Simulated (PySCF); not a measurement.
Task: Write a Z-matrix for `C=CC1=NC=NO1` as optimised with GFN2-xTB.

Result: 
Z-matrix in Å and degrees, rows numbered from 1:
```
C 
C   1  1.3279
C   2  1.4409  1  122.11
N   3  1.3085  2  128.24  1    -0.05
C   4  1.3515  3  102.83  2  -179.96
N   5  1.3008  4  113.75  3    -0.03
O   3  1.3427  2  120.10  1   179.97
H   1  1.0757  2  121.59  3   179.96
H   1  1.0765  2  120.56  3     0.03
H   2  1.0802  1  122.88  3   179.99
H   5  1.0698  4  123.38  3   179.99
```

The C–C distances run from 1.328 Å (C1=C2, drawn double) to 1.441 Å (C2–C3, drawn single), a spread of 0.113 Å. The C–N distances run from 1.301 Å (C5–N6, aromatic) to 1.351 Å (N4–C5, aromatic), a spread of 0.050 Å. The 7 heavy atoms lie in one plane (0.000 Å rms). The 5-membered ring C3–N4–C5–N6–O7 has internal angles of 102.8° to 113.8°; it is planar, 0.00 Å rms from its mean plane, widest ring torsion 0°.

Computed geometry: GFN2-xTB, gas phase.

Point group: Cs (every atom within 0.08 Å of its image). Whether it is a minimum is left open (no frequencies). One conformer, not necessarily the lowest (C1–C2–C3–N4 0°).
